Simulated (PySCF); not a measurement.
Cl3Sc, singlet, geometry from GFN2-xTB (such geometries of metal compounds can be far from the true shape); DF-TPSS/cc-pVDZ (PySCF).

The PySCF input:
```python
from pyscf import gto, scf, dft

mol = gto.Mole()
mol.atom = '''
    Sc    0.115417    0.333155    0.209949
    Cl    2.015105   -0.474944   -0.684381
    Cl   -0.808091   -1.027858    1.745019
    Cl   -1.349587    1.091258   -1.319987
'''
mol.basis = 'cc-pvdz'
mol.charge = 0
mol.spin = 0
mol.verbose = 4
mol.build()

mf = dft.RKS(mol)
mf.xc = 'tpss'
mf = mf.density_fit(auxbasis='def2-universal-jkfit')
mf.kernel()
```

It wrote (shortened):

```
PySCF version 2.14.0

[INPUT] verbose = 4
[INPUT] num. atoms = 4
[INPUT] num. electrons = 72
[INPUT] charge = 0
[INPUT] spin (= nelec alpha-beta = 2S) = 0
[INPUT] symmetry False subgroup None
[INPUT] Mole.unit = angstrom
[INPUT] Symbol           X                Y                Z      unit          X                Y                Z       unit  Magmom
[INPUT]  1 Sc     0.115417000000   0.333155000000   0.209949000000 AA    0.218106520119   0.629571707029   0.396746110126 Bohr   0.0
[INPUT]  2 Cl     2.015105000000  -0.474944000000  -0.684381000000 AA    3.807996562242  -0.897514084505  -1.293292654856 Bohr   0.0
[INPUT]  3 Cl    -0.808091000000  -1.027858000000   1.745019000000 AA   -1.527070673726  -1.942370114943   3.297607992162 Bohr   0.0
[INPUT]  4 Cl    -1.349587000000   1.091258000000  -1.319987000000 AA   -2.550349811273   2.062178751241  -2.494413917986 Bohr   0.0

nuclear repulsion = 373.755013529024
number of shells = 22
number of NR pGTOs = 245
number of NR cGTOs = 97
basis = cc-pvdz
ecp = {}

******** <class 'pyscf.df.df_jk.DFRKS'> ********
method = DFRKS
initial guess = minao
damping factor = 0
level_shift factor = 0
DIIS = <class 'pyscf.scf.diis.CDIIS'>
diis_start_cycle = 1
diis_space = 8
diis_damp = 0
SCF conv_tol = 1e-09
SCF conv_tol_grad = None
SCF max_cycles = 50
direct_scf = False
XC library pyscf.dft.libxc version 7.1.2
    S. Lehtola, C. Steigemann, M. J. T. Oliveira, and M. A. L. Marques,  SoftwareX 7, 1–5 (2018)
XC functionals = tpss
    J. Tao, J. P. Perdew, V. N. Staroverov, and G. E. Scuseria,  Phys. Rev. Lett. 91, 146401 (2003)
    J. P. Perdew, J. Tao, V. N. Staroverov, and G. E. Scuseria,  J. Chem. Phys. 120, 6898 (2004)
    J. Tao, J. P. Perdew, V. N. Staroverov, and G. E. Scuseria,  Phys. Rev. Lett. 91, 146401 (2003)
    J. P. Perdew, J. Tao, V. N. Staroverov, and G. E. Scuseria,  J. Chem. Phys. 120, 6898 (2004)
radial grids:
    Treutler-Ahlrichs [JCP 102, 346 (1995); DOI:10.1063/1.469408] (M4) radial grids

becke partition: Becke, JCP 88, 2547 (1988); DOI:10.1063/1.454033
pruning grids: <function nwchem_prune>
grids dens level: 3
symmetrized grids: False
atomic radii adjust function: <function treutler_atomic_radii_adjust>
small_rho_cutoff = 0
Set gradient conv threshold to 3.16228e-05
Initial guess from minao.
tot grids = 77280
init E= -2141.7830022817
  HOMO = -0.384432835197436  LUMO = -0.361891983818651  gap/eV = 0.61337
cycle= 1 E= -2137.45979197628  delta_E= 4.32  |g|=  4.9  |ddm|= 16.5
  HOMO = 0.0222169431557502  LUMO = 0.0734265894920383  gap/eV = 1.39349
cycle= 2 E= -2115.11462339158  delta_E= 22.3  |g|=  5.8  |ddm|= 22.5
  HOMO = -0.522388782967551  LUMO = -0.505214339320211  gap/eV = 0.46734
cycle= 3 E= -2117.13965759008  delta_E= -2.03  |g|= 7.96  |ddm|= 46.5
  HOMO = -0.52279176161116  LUMO = -0.50559203319001  gap/eV = 0.46803
cycle= 4 E= -2117.46848871426  delta_E= -0.329  |g|= 7.96  |ddm|= 1.82
  HOMO = -0.479517274040989  LUMO = -0.417183505332904  gap/eV = 1.69619
cycle= 5 E= -2140.52164281299  delta_E= -23.1  |g|= 2.24  |ddm|= 35.7
  HOMO = -0.260655801492258  LUMO = -0.215904094841854  gap/eV = 1.21776
cycle= 6 E= -2140.93681156265  delta_E= -0.415  |g|= 1.85  |ddm|=  6.5
  HOMO = -0.306991244159734  LUMO = -0.147916297825182  gap/eV = 4.32865
cycle= 7 E= -2141.66464482019  delta_E= -0.728  |g|= 0.229  |ddm|=   10
  HOMO = -0.274899552598555  LUMO = -0.12879089006048  gap/eV = 3.97582
cycle= 8 E= -2141.67392282952  delta_E= -0.00928  |g|= 0.152  |ddm|=    2
  HOMO = -0.285206958027306  LUMO = -0.13903345532567  gap/eV = 3.97758
cycle= 9 E= -2141.6807499526  delta_E= -0.00683  |g|= 0.0428  |ddm|= 0.921
  HOMO = -0.288675564918276  LUMO = -0.143112478494909  gap/eV = 3.96097
cycle= 10 E= -2141.68135350391  delta_E= -0.000604  |g|= 0.00884  |ddm|= 0.301
  HOMO = -0.289089547534994  LUMO = -0.144053994714094  gap/eV = 3.94662
cycle= 11 E= -2141.68137755395  delta_E= -2.41e-05  |g|= 0.00338  |ddm|= 0.0514
  HOMO = -0.288925633894695  LUMO = -0.143841720169524  gap/eV = 3.94793
cycle= 12 E= -2141.68138050718  delta_E= -2.95e-06  |g|= 0.000269  |ddm|= 0.0136
  HOMO = -0.288920307248476  LUMO = -0.143822787174273  gap/eV = 3.94830
cycle= 13 E= -2141.68138051531  delta_E= -8.13e-09  |g|= 0.00022  |ddm|= 0.000682
  HOMO = -0.288919297395108  LUMO = -0.143821556034372  gap/eV = 3.94831
cycle= 14 E= -2141.68138053289  delta_E= -1.76e-08  |g|= 1.54e-05  |ddm|= 0.000295
  HOMO = -0.288919623754789  LUMO = -0.143822517081801  gap/eV = 3.94829
cycle= 15 E= -2141.68138053296  delta_E= -6.41e-11  |g|= 3.04e-06  |ddm|= 4.63e-05
  HOMO = -0.288919483008556  LUMO = -0.143821754848039  gap/eV = 3.94831
Extra cycle  E= -2141.68138053294  delta_E= 1.64e-11  |g|= 6.88e-06  |ddm|= 1.13e-05
converged SCF energy = -2141.68138053294
```
